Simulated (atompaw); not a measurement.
**An all-electron radial function and its pseudo partner (Ca)**

Columns: radius, all-electron u(r) and pseudo u(r) of the 3d shell (level -1.95 eV) of calcium in the configuration [Ne] 3s2 3p6 3d0 4s2 4p0; PBE, scalar-relativistic, PAW (atompaw) scheme, atompaw 4.2.0.5.

```
r (bohr)  all-electron  pseudo
   0.092        0.0134  0.0003
   0.185        0.0664  0.0026
   0.277        0.1446  0.0087
   0.369        0.2312  0.0200
   0.462        0.3160  0.0380
   0.554        0.3910  0.0628
   0.646        0.4552  0.0948
   0.738        0.5084  0.1335
   0.831        0.5508  0.1785
   0.923        0.5819  0.2273
   1.015        0.6036  0.2785
   1.108        0.6173  0.3308
   1.200        0.6241  0.3808
   1.292        0.6256  0.4270
   1.385        0.6228  0.4680
   1.477        0.6167  0.5016
   1.569        0.6081  0.5271
   1.662        0.5975  0.5445
   1.754        0.5857  0.5537
   1.846        0.5730  0.5556
   1.938        0.5596  0.5514
   2.031        0.5458  0.5427
   2.123        0.5320  0.5311
   2.215        0.5181  0.5180
   2.308        0.5043  0.5043
   2.400        0.4907  0.4907
```

How many radial nodes do the two functions have?

The all-electron 3d function has n − l − 1 = 0; the pseudo-wave has 0.

Is the pseudo-wave norm-conserving?

No, it belongs to a PAW set: the norm inside the radius is not constrained, and the difference is carried by the augmentation charge.
